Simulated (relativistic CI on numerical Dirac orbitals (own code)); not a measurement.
Slater and spin-orbit integrals, Bi²⁹⁺

These numbers are calculated, not measured: Dirac-Coulomb-Breit CI, separate exchange-only KLI orbitals for each configuration, model QED (radiative potential, 1s self-energy scaled to tabulated hydrogen-like ionisation energies), unscaled Slater integrals (own radial code, finite nucleus).

Slater integrals F^k, G^k are unscaled and averaged over j, outside the closed core [Ar] 3d10 4p6 4d10; ζ comes from projecting the Hamiltonian with its Breit term on Σ l·s of the shell.

- 4s2 4f8: F^2(4f,4f) = 271020, F^4(4f,4f) = 176140, F^6(4f,4f) = 128630, ζ(4f) = 15038 cm⁻¹; <r>(4f) = 0.3843, <r^2>(4f) = 0.17 (bohr units).
- 4s2 4f7 5s: F^2(4f,4f) = 273630, F^4(4f,4f) = 177940, F^6(4f,4f) = 129990, ζ(4f) = 15365, G^3(4f,5s) = 38438 cm⁻¹; <r>(4f) = 0.3812, <r^2>(4f) = 0.1672, <r>(5s) = 0.6883, <r^2>(5s) = 0.528 (bohr units).
- 4s2 4f6 5s2: F^2(4f,4f) = 276430, F^4(4f,4f) = 179880, F^6(4f,4f) = 131440, ζ(4f) = 15696 cm⁻¹; <r>(4f) = 0.3779, <r^2>(4f) = 0.1642 (bohr units).

Averages of the first 5 configurations, taken without configuration mixing, which lowers the lowest level and can move excited configurations by several eV; other configurations of the list can lie among them:

```json
{"Configuration": "4s2 4f8", "Parity": "even", "States": "3003", "Average energy above the lowest level (eV)": "29.4"}
{"Configuration": "4s2 4f7 5s", "Parity": "odd", "States": "6864", "Average energy above the lowest level (eV)": "176.3"}
{"Configuration": "4s2 4f6 5s2", "Parity": "even", "States": "3003", "Average energy above the lowest level (eV)": "334.6"}
{"Configuration": "4s 4f9", "Parity": "odd", "States": "4004", "Average energy above the lowest level (eV)": "823.7"}
{"Configuration": "4f10", "Parity": "even", "States": "1001", "Average energy above the lowest level (eV)": "1620.7"}
```
